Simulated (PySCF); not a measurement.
Ba(F)2 anion (BaF₂), SMILES [F][Ba][F] (connectivity only; charge and spin as stated), charge -1, multiplicity 2.

Geometry optimised at B3LYP-D3(BJ)/def2-TZVPD. The multiplicity is an assumed one; other spin states were not compared. The isomer is the one that the SMILES or the coordinates give; other isomers of the formula were not compared. The def2 effective core potentials stand for the cores of Ba; spin–orbit coupling is left out.

Two levels are set side by side: PBE/def2-TZVPD (PySCF) and M06-2X/def2-TZVPD (PySCF). Same geometry, gas phase. Differences are taken from unrounded values.

```csv
quantity,M06-2X,PBE,PBE minus M06-2X
α-spin orbital gap (eV),2.49,0.87,-1.63
β-spin orbital gap (eV),8.73,4.52,-4.21
mean polarisability (bohr³),350.8,460.8,110.0
```

Loosely held outer electrons make PBE densities more polarisable. Differences between two approximate levels are no errors against the true value.

Rough cost on one machine, each run with all the roots and properties that it gave: M06-2X against PBE about 2 times.
